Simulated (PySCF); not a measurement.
## Calculated data, BFH4NSi, CH6BNSi, BH5N2Si, B2H3NO

All values are calculated (PySCF 2.14.0). Calculation on a computer-drawn molecule: the log of a Hartree-Fock and frozen-core CCSD(T) single point meant for a local Hartree-Fock minimum, with one planted fault or none, to be diagnosed. Offsets are logged minus clean, where the clean run is the same molecule without the fault. The reference is restricted for singlets and unrestricted otherwise, and also for a bond in bohr or an excited solution. Adding or removing an electron swaps singlet and doublet. The excited solution moves the top pair (singlet) or top alpha electron (doublet) to the lowest empty orbital. Highest occupied and lowest empty are orbital energies over both spins, largest force is the largest gradient component, triples share is (T) over the correlation energy, the T1 limit is 0.02 restricted and 0.045 unrestricted, electrons count all cores, a negative frequency is imaginary (commonest isotopes), and the dipole is about the centre of nuclear charge.

Common to all runs: meant charge 0; logged SCF converged yes; logged SCF stable within its kind yes; possible faults no fault, one electron removed, one electron added, multiplicity raised by two, geometry at a saddle point, SCF held on an excited solution, minimal basis STO-3G, one bond length entered in bohr, all coordinates scaled.

```yaml
- entry: 1
  formula: BFH4NSi
  logged_structure:
    atoms_angstrom:
      - [B, -2.8394, 0.3138, -0.6171]
      - ["N", -2.281, -0.958, -0.3674]
      - [Si, -0.6073, -1.3473, -0.1589]
      - [F, -0.1664, -2.4141, -1.2958]
      - [H, -4.0305, 0.4298, -0.712]
      - [H, -2.1176, 1.266, -0.7275]
      - [H, -2.9336, -1.7165, -0.2795]
      - [H, 0.1927, -0.1215, -0.3356]
  given:
    meant_multiplicity: 2
    meant_basis: "cc-pV(D+d)Z"
    logged_electrons: 39
    logged_basis_functions: 28
    logged_spin_squared: 0.7528
    "logged_highest_occupied [eV]": -6.4681
    "logged_lowest_empty [eV]": 5.6002
    "logged_largest_force [hartree/bohr]": 0.04718
    logged_T1_diagnostic: 0.020367
    logged_D1_diagnostic: 0.085048
    logged_triples_share: 0.031796
    logged_CC_converged: "yes"
    "logged_dipole_magnitude [debye]": 2.0753
    "logged_energy_HF [hartree]": -464.11234
    "logged_energy_CCSD(T) [hartree]": -464.29127
    drawn_bonds_atom: [1, 2, 3, 1, 1, 2, 3]
    drawn_bonds_other_atom: [2, 3, 4, 5, 6, 7, 8]
    drawn_bonds_order: [1, 1, 1, 1, 1, 1, 1]
  results:
    planted_fault: "minimal basis STO-3G"
    "HF_energy_offset_from_clean_run [kcal/mol]": 3645
    "CCSD(T)_energy_offset_from_clean_run [kcal/mol]": 3888
- entry: 2
  formula: BFH4NSi
  logged_structure:
    atoms_angstrom:
      - [B, -2.8394, 0.3138, -0.6171]
      - ["N", -2.281, -0.958, -0.3674]
      - [Si, -0.6073, -1.3473, -0.1589]
      - [F, -0.1664, -2.4141, -1.2958]
      - [H, -4.0305, 0.4298, -0.712]
      - [H, -2.1176, 1.266, -0.7275]
      - [H, -2.9336, -1.7165, -0.2795]
      - [H, 0.1927, -0.1215, -0.3356]
  given:
    meant_multiplicity: 2
    meant_basis: "cc-pV(D+d)Z"
    logged_electrons: 39
    logged_basis_functions: 85
    logged_spin_squared: 3.7731
    "logged_highest_occupied [eV]": -5.72
    "logged_lowest_empty [eV]": -2.9113
    "logged_largest_force [hartree/bohr]": 0.040296
    "logged_dipole_magnitude [debye]": 2.2568
    "logged_energy_HF [hartree]": -469.67095
    drawn_bonds_atom: [1, 2, 3, 1, 1, 2, 3]
    drawn_bonds_other_atom: [2, 3, 4, 5, 6, 7, 8]
    drawn_bonds_order: [1, 1, 1, 1, 1, 1, 1]
  results:
    planted_fault: "multiplicity raised by two"
    "HF_energy_offset_from_clean_run [kcal/mol]": 157.0
  notes: ["coupled-cluster numbers left out as unreliable"]
- entry: 3
  formula: CH6BNSi
  logged_structure:
    atoms_angstrom:
      - [B, -0.0522, -0.8563, -1.4955]
      - ["N", 0.4601, -2.1789, -1.4955]
      - [Si, -0.216, -3.7562, -1.8552]
      - [C, -2.0155, -3.3378, -2.3128]
      - [H, 0.6719, 0.0557, -1.1944]
      - [H, -1.1932, -0.6434, -1.7913]
      - [H, 1.4286, -2.2369, -1.231]
      - [H, -2.5541, -4.2561, -2.5619]
      - [H, -2.0697, -2.6657, -3.1763]
      - [H, -2.5413, -2.8475, -1.4861]
  given:
    meant_multiplicity: 1
    meant_basis: "cc-pV(D+d)Z"
    logged_electrons: 37
    logged_basis_functions: 95
    logged_spin_squared: 0.7642
    "logged_highest_occupied [eV]": -16.982
    "logged_lowest_empty [eV]": -6.3499
    "logged_largest_force [hartree/bohr]": 0.080066
    logged_T1_diagnostic: 0.01665
    logged_D1_diagnostic: 0.052825
    logged_triples_share: 0.030677
    logged_CC_converged: "yes"
    "logged_dipole_magnitude [debye]": 3.6261
    "logged_energy_HF [hartree]": -409.1816
    "logged_energy_CCSD(T) [hartree]": -409.70092
    drawn_bonds_atom: [1, 2, 3, 1, 1, 2, 4, 4, 4]
    drawn_bonds_other_atom: [2, 3, 4, 5, 6, 7, 8, 9, 10]
    drawn_bonds_order: [1, 1, 1, 1, 1, 1, 1, 1, 1]
  results:
    planted_fault: "one electron removed"
    "HF_energy_offset_from_clean_run [kcal/mol]": 171.1
    "CCSD(T)_energy_offset_from_clean_run [kcal/mol]": 191.1
- entry: 4
  formula: BH5N2Si
  logged_structure:
    atoms_angstrom:
      - [B, -0.1918, 1.1236, 0.8797]
      - ["N", 0.9643, 0.4563, 0.4241]
      - [Si, 1.2171, -0.0654, -1.2352]
      - ["N", 2.7631, -0.7749, -1.0806]
      - [H, -1.0774, 1.3644, 0.1043]
      - [H, -0.288, 1.4474, 2.0342]
      - [H, 1.6695, 0.2831, 1.1193]
      - [H, 3.2161, -1.1848, -1.8754]
      - [H, 3.3325, -0.8512, -0.2575]
  given:
    meant_multiplicity: 1
    meant_basis: "cc-pV(D+d)Z"
    logged_electrons: 38
    logged_basis_functions: 29
    logged_spin_squared: 0.0
    "logged_highest_occupied [eV]": -6.6887
    "logged_lowest_empty [eV]": 7.0892
    "logged_largest_force [hartree/bohr]": 0.031216
    logged_T1_diagnostic: 0.022908
    logged_D1_diagnostic: 0.078611
    logged_triples_share: 0.027431
    logged_CC_converged: "yes"
    "logged_dipole_magnitude [debye]": 2.488
    "logged_energy_HF [hartree]": -420.42307
    "logged_energy_CCSD(T) [hartree]": -420.6429
    drawn_bonds_atom: [1, 2, 3, 1, 1, 2, 4, 4]
    drawn_bonds_other_atom: [2, 3, 4, 5, 6, 7, 8, 9]
    drawn_bonds_order: [1, 1, 1, 1, 1, 1, 1, 1]
  results:
    planted_fault: "minimal basis STO-3G"
    "HF_energy_offset_from_clean_run [kcal/mol]": 3185
    "CCSD(T)_energy_offset_from_clean_run [kcal/mol]": 3403
  notes: ["T1 above single-reference limit"]
- entry: 5
  formula: B2H3NO
  logged_structure:
    atoms_angstrom:
      - [B, -1.2888, -0.618, -2.1707]
      - [O, -0.4907, 0.2102, -1.4384]
      - [B, -0.0239, 0.0652, -0.1991]
      - ["N", 0.421, -0.04, 0.9401]
      - [H, -1.5765, -0.2614, -3.2746]
      - [H, -1.6705, -1.6532, -1.7015]
      - [H, 0.7749, -0.1263, 1.8531]
  given:
    meant_multiplicity: 1
    meant_basis: cc-pVDZ
    logged_electrons: 28
    logged_basis_functions: 71
    logged_spin_squared: 2.0188
    "logged_highest_occupied [eV]": -6.7247
    "logged_lowest_empty [eV]": -3.0069
    "logged_largest_force [hartree/bohr]": 0.041273
    logged_T1_diagnostic: 0.036724
    logged_D1_diagnostic: 0.21074
    logged_triples_share: 0.033763
    logged_CC_converged: "yes"
    "logged_dipole_magnitude [debye]": 1.2382
    "logged_energy_HF [hartree]": -180.28975
    "logged_energy_CCSD(T) [hartree]": -180.83909
    drawn_bonds_atom: [1, 2, 3, 1, 1, 4]
    drawn_bonds_other_atom: [2, 3, 4, 5, 6, 7]
    drawn_bonds_order: [1, 1, 2, 1, 1, 1]
  results:
    planted_fault: "multiplicity raised by two"
    "HF_energy_offset_from_clean_run [kcal/mol]": 141.2
    "CCSD(T)_energy_offset_from_clean_run [kcal/mol]": 137.2
```
